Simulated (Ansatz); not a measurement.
`F[SiH]1[SiH2][Se]1` + `C=NC(=C)C` → `C[SiH]1[SiH2][Se]1` + `C=NC(=C)F`  (formal exchange of groups at the Si–F bond)

Program: Ansatz. Geometries: PBE0-D4/def2-TZVP. ΔE: electronic, gas phase. CBS: MP2 limit from def2 TZ/QZ plus the TZ coupled-cluster correction, frozen cores. DFT in def2-TZVPP. B3LYP here is the variant with VWN-RPA as its local correlation; programs differ in this. For Se outer-core shells are correlated without core-valence functions, which leaves a few kJ/mol of doubt a bond. Scalar relativity is left out up to krypton. One conformer a species, not always the lowest.

```csv
level,ΔE (kJ/mol),difference from CCSD(T)/CBS
PBE-D4,126.1,-23.3
r2SCAN-D4,132.9,-16.5
PBE0-D4,130.8,-18.6
B3LYP-D4,138.5,-10.9
ωB97X-V,139.7,-9.7
ωB97M-V,140.7,-8.7
B2PLYP,144.9,-4.5
PBE,125.8,-23.6
r2SCAN,132.9,-16.5
PBE0,130.6,-18.8
B3LYP,138.0,-11.4
HF/def2-TZVPP,148.6,-0.8
MP2/def2-TZVPP,154.3,4.9
SCS-MP2/def2-TZVPP,153.8,4.4
CCSD/def2-TZVPP,146.9,-2.5
CCSD(T)/def2-TZVPP,144.5,-4.9
HF/def2-QZVPP,151.2,1.8
MP2/def2-QZVPP,158.0,8.6
SCS-MP2/def2-QZVPP,157.5,8.1
HF/CBS(def2),151.6,2.2
MP2/CBS(def2),159.2,9.8
CCSD/CBS(def2),151.8,2.4
CCSD(T)/CBS,149.4,0
```

Largest T1 diagnostic among the species: 0.013.

From PBE to PBE0 (25 % exact exchange), in def2-TZVPP and without D4, ΔE moves by +4.9 kJ/mol.
